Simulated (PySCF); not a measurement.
**Which determinant of IF lies lowest?**

Unrestricted PBE0; basis I x2c-SVPall, F x2c-SVPall; spin-free X2C with a Gaussian nucleus; PySCF 2.14. Outer shells of the fragments: I 4d10 5s2 5p5; F 2s2 2p5.

Followed along the bond (rough minima from three points):

```csv
2Ms+1,unpaired,⟨S²⟩ at the start,R at minimum (Å),Te (eV)
1,none,0.00,1.95,0.00
3,"σ ↑, π ↑",2.00,none in the scan,≤ 1.66
```

Solutions found at the starting distance of 1.925 Å, counted from the lowest of them; the search is not exhaustive and high or unbound solutions are not listed, so other states can lie among these:

| 2Ms+1 | unpaired | term | E (eV) | ⟨S²⟩ | ⟨Lz²⟩ | μ (D) |
| --- | --- | --- | --- | --- | --- | --- |
| 1 | none | ¹Σ⁺ | 0.00 | 0.00 | 0.00 | -2.14 |
| 3 | σ ↑, π ↑ | ³Π | 2.10 | 2.00 | 1.00 | -1.96 |
| 1 | σ ↑, π ↓ | mixed | 2.43 | 1.01 | 1.00 | -1.91 |
| 3 | π ↑↑ | ³Σ⁻ | 5.39 | 2.00 | 0.00 | -1.52 |
| 1 | π ↑↓ | mixed | 5.69 | 1.01 | 2.01 | -1.48 |
| 3 | σ ↑↑ | ³Σ⁺ | 6.40 | 2.00 | 0.00 | 0.78 |

A term symbol is given only where ⟨S²⟩ and ⟨Lz²⟩ are close to those of a pure state; real π, δ and φ orbitals otherwise mix terms. A positive dipole means I(−)F(+).

The measured ground state is X ¹Σ+ (Huber and Herzberg, Constants of Diatomic Molecules (1979)).

Spin–orbit coupling is left out. Counting both spins, an empty level lies below a filled one in some of these solutions, because spin and occupation are held.
